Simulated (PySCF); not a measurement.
## Working out the ionisation energy of Cr⁺

Cr⁺ [Ar] 3d5 (6S) → Cr²⁺ [Ar] 3d4 (5D). All numbers are calculated (PySCF 2.14, the spin-free X2C one-electron Hamiltonian (Gaussian nucleus), in x2c-TZVPall (6s5p4d1f, 48 functions)). Frozen: [Ar]. Energies in hartree (1 hartree = 27.21139 eV):

```
             part   Cr⁺ (lower)  Cr²⁺ (upper)
              UHF  -1049.422419  -1048.869936
MP2 opposite-spin      0.000000      0.000000
    MP2 same-spin     -0.062346     -0.031199
```

What does Hartree-Fock give?

(-1048.869936) − (-1049.422419) = 0.552483 hartree = 15.034 eV.

What do MP2 and SCS-MP2 (6/5 opposite-spin, 1/3 same-spin) give?

The opposite-spin parts differ by 0.000 eV and the same-spin parts by 0.848 eV. MP2: 15.034 + (0.000) + (0.848) = 15.882 eV. SCS-MP2: 15.034 + 1.2 × (0.000) + (0.848)/3 = 15.317 eV.

Reference: 16.486 eV (measured; NIST Atomic Spectra Database, ionization energies), between the lowest levels; spin-orbit coupling is absent from the calculation.

What remains against the reference includes basis incompleteness, the frozen core and correlation beyond second order.
